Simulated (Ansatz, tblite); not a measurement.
Cost and result up the ladder for the cluster SnO3H2 (6 atoms). The state is a singlet with charge 0. Geometry: PBE-D4/def2-SVP.

```
atom   x (Å)   y (Å)   z (Å)
 Sn1  -1.255  -0.528  -0.249
  O2   0.334   1.334  -0.310
  O3  -0.033   0.705   0.992
  O4   0.123  -2.003  -0.371
  H5   0.907  -1.729   0.150
  H6  -0.077   2.221  -0.213
```

Ansatz on 4 threads of Arm Neoverse V1 on a shared host; xTB runs through tblite on one thread. Times are rough, summed over both states, and most runs start from the orbitals of an earlier one. PBE0-D4/def2-TZVP serves as the yardstick here, not as an exact answer. The other state is a doublet.

In the def2 sets Sn takes a core potential; there is no spin–orbit coupling. The xTB rows come from tblite. The structure holds one bond between oxygen atoms, so isomers without such links may lie far lower. The structure comes from a short search, and lower isomers may exist.

Raw xTB energies of ions are shifted by several eV.

```tsv
level	functions	wall time	vertical IE (eV)	difference from PBE0-D4/def2-TZVP (eV)
GFN1-xTB	25	0.006 s	16.06	6.47
GFN2-xTB	23	0.007 s	14.98	5.39
PBE-D4/def2-TZVP	155	3 s	9.25	-0.34
PBE0-D4/def2-TZVP (with forces)	155	4.7 s	9.59	0.00
r2SCAN-D4/def2-TZVP	155	6.5 s	9.41	-0.18
```
